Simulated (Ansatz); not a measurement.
System: sum formula SiNH₂ (charge +1, singlet). It need not be the lowest isomer of its formula. 
Structure (B3LYP-D3(BJ)/def2-TZVP (Ansatz, a quantum-chemistry and plane-wave program) minimum search):
```
Si
N 1 1.5054
H 2 1.0072 1 167.95
H 1 1.4663 2 168.48 3 180.00
```
Charge +1, spin multiplicity 1.

Basis-set convergence of Hartree-Fock and MP2 correlation energies (hartree) with Ansatz. Cores are frozen in the correlated levels unless marked. No spin-orbit coupling. No relativistic terms.

```csv
basis,functions,E(HF),"E(corr, MP2)"
cc-pV(D+d)Z,47,-344.18641,-0.25600
cc-pV(T+d)Z,97,-344.21664,-0.30795
cc-pV(Q+d)Z,179,-344.22338,-0.32811
```

Extrapolating the two largest sets (X = 3 and 4) as X^-3: E(corr) = (64·(-0.32811) - 27·(-0.30795))/37 = -0.3428 Eh, an estimate of the basis-set limit. The largest set recovers 95.7 % of it, the smallest 74.7 %.
